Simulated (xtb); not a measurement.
xtb input (GFN2-xTB):

```bash
xtb mol.xyz --gfn 2 --sp --chrg -1 --uhf 0
```
mol.xyz:
```
5

Si    -0.86502659    -0.33487268     0.06425886
S      1.03741509     0.40160843    -0.07706481
H     -1.25636575    -0.95344380     1.38776091
H     -1.99173224     0.65087255    -0.15085727
H     -1.24017115    -1.43494612    -0.90349071
```

End of the output:

```
         :::::::::::::::::::::::::::::::::::::::::::::::::::::
         ::                     SUMMARY                     ::
         :::::::::::::::::::::::::::::::::::::::::::::::::::::
         :: total energy              -6.758810574617 Eh    ::
         :: gradient norm              0.019352225462 Eh/a0 ::
         :: HOMO-LUMO gap              5.022167858780 eV    ::
         ::.................................................::
         :: SCC energy                -6.794198422997 Eh    ::
         :: -> isotropic ES            0.128717304522 Eh    ::
         :: -> anisotropic ES          0.000932596686 Eh    ::
         :: -> anisotropic XC          0.001201836779 Eh    ::
         :: -> dispersion             -0.003991322512 Eh    ::
         :: repulsion energy           0.035387848380 Eh    ::
         :: add. restraining           0.000000000000 Eh    ::
         :: total charge              -1.000000000000 e     ::
         :::::::::::::::::::::::::::::::::::::::::::::::::::::

           -------------------------------------------------
          |                Property Printout                |
           -------------------------------------------------

    * Orbital Energies and Occupations

         #    Occupation            Energy/Eh            Energy/eV
      -------------------------------------------------------------
         1        2.0000           -0.5051934             -13.7470
         2        2.0000           -0.4340480             -11.8110
         3        2.0000           -0.2427459              -6.6055
         4        2.0000           -0.2427459              -6.6055
         5        2.0000           -0.2086913              -5.6788
         6        2.0000           -0.1501800              -4.0866
         7        2.0000           -0.1501800              -4.0866 (HOMO)
         8                          0.0343813               0.9356 (LUMO)
         9                          0.0343813               0.9356
        10                          0.0385895               1.0501
        11                          0.1539131               4.1882
        12                          0.1539131               4.1882
        13                          0.1800366               4.8990
        14                          0.2269813               6.1765
Note: The following floating-point exceptions are signalling: IEEE_DENORMAL
normal termination of xtb
        15                          0.2269813               6.1765
        16                          0.2758855               7.5072
        17                          0.2758855               7.5072
        18                          0.5625000              15.3064
       ...                                ...                  ...
        21                          1.0175238              27.6882
      -------------------------------------------------------------
                  HL-Gap            0.1845613 Eh            5.0222 eV
             Fermi-level           -0.0578994 Eh           -1.5755 eV

     #   Z          covCN         q      C6AA      α(0)
     1  14 Si       3.583     0.434   100.004    19.223
     2  16 S        0.881    -0.724   172.824    22.236
     3   1 H        0.901    -0.237    14.078     5.870
     4   1 H        0.901    -0.237    14.078     5.870
     5   1 H        0.901    -0.237    14.078     5.870

 Mol. C6AA /au·bohr⁶  :       1175.651754
 Mol. C8AA /au·bohr⁸  :      46230.265358
 Mol. α(0) /au        :         59.070173

Wiberg/Mayer (AO) data.
largest (>0.10) Wiberg bond orders for each atom

 ---------------------------------------------------------------------------
     #   Z sym  total        # sym  WBO       # sym  WBO       # sym  WBO
 ---------------------------------------------------------------------------
     1  14 Si   4.165 --     2 S    1.629     4 H    0.845     5 H    0.845
                             3 H    0.845
     2  16 S    1.757 --     1 Si   1.629
     3   1 H    0.944 --     1 Si   0.845
     4   1 H    0.944 --     1 Si   0.845
     5   1 H    0.944 --     1 Si   0.845
 ---------------------------------------------------------------------------

Topologies differ in total number of bonds
Writing topology from bond orders to xtbtopo.mol

molecular dipole:
                 x           y           z       tot (Debye)
 q only:       -0.121      -0.047       0.009
   full:       -1.142      -0.442       0.085       3.121
molecular quadrupole (traceless):
                xx          xy          yy          xz          yz          zz
 q only:       -4.883      -3.074       1.868       0.590       0.228       3.014
  q+dip:       -6.276      -3.952       2.401       0.758       0.294       3.875
   full:       -7.062      -4.446       2.702       0.853       0.330       4.360

           -------------------------------------------------
          | TOTAL ENERGY               -6.758810574617 Eh   |
          | GRADIENT NORM               0.019352225462 Eh/α |
          | HOMO-LUMO GAP               5.022167858780 eV   |
           -------------------------------------------------

------------------------------------------------------------------------
------------------------------------------------------------------------
 total:
 SCF:
```

It need not be the lowest isomer of its formula. Whether it binds its extra electron was not tested at this geometry.
